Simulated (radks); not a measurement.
The silicon ion Si2+ inside a hard spherical wall (all orbitals vanish at R), configuration held at [Ne] 3s2 and not refilled when levels cross. All-electron calculation, scalar-relativistic Kohn-Sham, PBE, spin-polarised, spherical densities, finite nucleus; Fermi nuclear charge, rms radius 3.1224 fm. Program: a radial shooting solver on a logarithmic mesh with Libxc functionals. Eigenvalues in eV for spin up, with the zero of energy where the potential of the charges vanishes at infinity; a dash marks a level that is unbound or too diffuse for the functional's potential to be trusted. A positive occupied level is held by the wall or, in an anion where self-interaction has pushed it up, behind a barrier. The pressure on the wall is -dE/dV.

[
 {"R (bohr)": "free", "E (hartree)": "-288.96448", "kinetic (hartree)": "289.723", "e(1s)": "-1807.8", "e(2s)": "-160.80", "e(2p)": "-116.91", "e(3s)": "-28.536", "e(3p, empty)": "-20.504", "e(3d, empty)": "-10.699", "pressure (GPa)": "0"},
 {"R (bohr)": "15", "E (hartree)": "-288.96448", "kinetic (hartree)": "289.723", "e(1s)": "-1807.8", "e(2s)": "-160.80", "e(2p)": "-116.91", "e(3s)": "-28.536", "e(3p, empty)": "-20.504", "e(3d, empty)": "-10.699", "pressure (GPa)": "< 0.0001"},
 {"R (bohr)": "10", "E (hartree)": "-288.96448", "kinetic (hartree)": "289.723", "e(1s)": "-1807.8", "e(2s)": "-160.80", "e(2p)": "-116.91", "e(3s)": "-28.536", "e(3p, empty)": "-20.504", "e(3d, empty)": "-10.696", "pressure (GPa)": "< 0.0001"},
 {"R (bohr)": "8", "E (hartree)": "-288.96447", "kinetic (hartree)": "289.723", "e(1s)": "-1807.8", "e(2s)": "-160.80", "e(2p)": "-116.91", "e(3s)": "-28.536", "e(3p, empty)": "-20.503", "e(3d, empty)": "-10.656", "pressure (GPa)": "0.000429"},
 {"R (bohr)": "7", "E (hartree)": "-288.96442", "kinetic (hartree)": "289.723", "e(1s)": "-1807.8", "e(2s)": "-160.80", "e(2p)": "-116.91", "e(3s)": "-28.533", "e(3p, empty)": "-20.495", "e(3d, empty)": "-10.555", "pressure (GPa)": "0.00656"},
 {"R (bohr)": "4", "E (hartree)": "-288.91410", "kinetic (hartree)": "290.081", "e(1s)": "-1806.4", "e(2s)": "-159.55", "e(2p)": "-115.65", "e(3s)": "-27.250", "e(3p, empty)": "-18.450", "e(3d, empty)": "-6.380", "pressure (GPa)": "15.0"},
 {"R (bohr)": "3", "E (hartree)": "-288.59839", "kinetic (hartree)": "291.493", "e(1s)": "-1802.2", "e(2s)": "-155.93", "e(2p)": "-112.00", "e(3s)": "-21.351", "e(3p, empty)": "-10.839", "e(3d, empty)": "2.912", "pressure (GPa)": "186"},
 {"R (bohr)": "2", "E (hartree)": "-286.20793", "kinetic (hartree)": "298.964", "e(1s)": "-1786.6", "e(2s)": "-144.45", "e(2p)": "-100.21", "e(3s)": "15.555", "e(3p, empty)": "28.961", "e(3d, empty)": "37.689", "pressure (GPa)": "3510"},
 {"R (bohr)": "1.5", "E (hartree)": "-279.94503", "kinetic (hartree)": "316.150", "e(1s)": "-1758.2", "e(2s)": "-126.25", "e(2p)": "-80.683", "e(3s)": "100.35", "e(3p, empty)": "109.52", "e(3d, empty)": "94.300", "pressure (GPa)": "24600"}
]
